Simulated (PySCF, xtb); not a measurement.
Zr(F)3(Me) (CH3F3Zr), SMILES [Zr]([CH3])([F])([F])[F], multiplicity 1.

GFN2-xTB run with xtb at its own geometry gives an orbital gap of 3.52 eV and a dipole moment of 1.44 D.

Coordinates come from a r2SCAN-D4/def2-SVP optimisation. The spin state was assumed, not searched. The structure was generated by enumeration; whether it is a known compound was not checked. The def2 effective core potentials stand for the cores of Zr; spin–orbit coupling is left out.

### Question
What does CAM-B3LYP/def2-TZVP run with PySCF give? (Estimate from the structure and the level; the computed values follow.)

### Answer
gap 9.67 eV (levels -9.84 and -0.17 eV), dipole 1.05 D.
